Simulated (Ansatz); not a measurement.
Calculated with Ansatz (gas phase, PBE0-D4/def2-TZVP geometries, no zero-point term in ΔE). CCSD(T)/CBS adds triple-zeta CCSD(T) − MP2 to the extrapolated MP2 energy (def2 sets, frozen cores). DFT in def2-TZVPP. B3LYP here is the variant with VWN-RPA as its local correlation; programs differ in this. For Ga outer-core shells are correlated without core-valence functions, which leaves a few kJ/mol of doubt a bond. Scalar relativity is left out up to krypton. One conformer a species, not always the lowest.

Reaction (ligand exchange at the Si–O bond): `[F][Ga]([Cl])[O][SiH3]` + `C[SiH2]BO` → `C[SiH2]BO[SiH3]` + `[OH][Ga]([F])[Cl]`

| level | ΔE (kJ/mol) |
| --- | --- |
| PBE0-D4 | 17.9 |
| B3LYP-D4 | 17.5 |
| SCS-MP2/def2-TZVPP | 19.7 |
| CCSD/def2-TZVPP | 20.2 |

What does CCSD(T)/CBS give? (An estimate is asked.)

The calculation gave: +18.1 kJ/mol. The listed levels differ from it by -0.2, -0.6, 1.6, 2.1 kJ/mol.

Largest T1 diagnostic among the species: 0.014.

CCSD(T)/CBS has its own doubt, a few kJ/mol and more with outer-core shells, so smaller differences from it don't rank the levels.
